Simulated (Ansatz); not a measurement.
Reaction (ligand exchange at the Sb–O bond): `C[O][Sb]([SiH3])[Cl]` + HCl → `[SiH3][Sb]([Cl])[Cl]` + CH₃OH

Program: Ansatz. Geometries: PBE0-D4/def2-TZVP. ΔE: electronic, gas phase. CCSD(T)/CBS is the MP2 limit (def2-TZVPP, def2-QZVPP) plus CCSD(T) − MP2 in def2-TZVPP, frozen cores. This one scheme is used for every species. DFT in def2-TZVPP. Elements past krypton have def2 core potentials. For Sb outer-core shells are correlated without core-valence functions, which leaves a few kJ/mol of doubt a bond. Each species was taken in one conformer, which may not be the lowest.

`C[O][Sb]([SiH3])[Cl]`:

Cartesian coordinates in Å:
```
C 0.756 -1.168 1.807
O 0.025 -0.312 0.958
Sb 1.004 0.818 -0.308
Si -1.233 1.355 -1.504
Cl 1.552 -0.852 -1.904
H 0.074 -1.536 2.577
H 1.590 -0.655 2.305
H 1.156 -2.028 1.258
H -0.926 2.012 -2.802
H -1.959 0.081 -1.720
H -2.039 2.284 -0.667
```

HCl:

Cartesian coordinates in Å:
```
Cl 0.422 -0.389 0.282
H -0.422 0.389 -0.282
```

`[SiH3][Sb]([Cl])[Cl]`:

```xyz
7

Si    0.910    0.414    0.238
Sb   -1.605   -0.115    0.612
Cl   -1.252   -2.407    0.199
Cl   -2.144    0.575   -1.575
H     1.686   -0.139    1.379
H     1.085    1.889    0.185
H     1.319   -0.217   -1.039
```

CH₃OH:

Z-matrix (Å, degrees):
```
C
O 1 1.409
H 1 1.097 2 112.4
H 1 1.090 2 107.0 3 -118.5
H 1 1.097 2 112.4 3 123.0
H 2 0.959 1 108.5 3 -61.6
```

| level | ΔE (kJ/mol) | difference from CCSD(T)/CBS |
| --- | --- | --- |
| PBE-D4 | -56.3 | -3.2 |
| B97M-V | -52.7 | 0.4 |
| PBE0-D4 | -61.6 | -8.5 |
| ωB97X-V | -53.5 | -0.4 |
| B2PLYP | -53.8 | -0.7 |
| PBE-QIDH | -58.6 | -5.5 |
| r2SCAN | -56.1 | -3.0 |
| RPA@PBE/def2-TZVPP | -42.8 | 10.3 |
| HF/def2-TZVPP | -67.1 | -14.0 |
| HF/CBS(def2) | -66.7 | -13.6 |
| CCSD(T)/CBS | -53.1 | 0 |

Largest T1 diagnostic among the species: 0.014.

In def2-TZVPP, CCSD(T) changes the Hartree–Fock value by +20.1 kJ/mol (the triples alone add +2.9 kJ/mol) and MP2 by +18.2 kJ/mol. From PBE to PBE0 (25 % exact exchange), in def2-TZVPP and without D4, ΔE moves by −5.1 kJ/mol. Leaving LDA and LC-ωPBE aside and taking each functional with its dispersion term where it has one, the values, not all of them listed here, spread over 11.2 kJ/mol, from HSE06-D4 to BLYP-D4. LDA lies +5.8 kJ/mol from PBE without D4.

CCSD(T)/CBS has its own doubt, a few kJ/mol and more with outer-core shells, so smaller differences from it don't rank the levels.
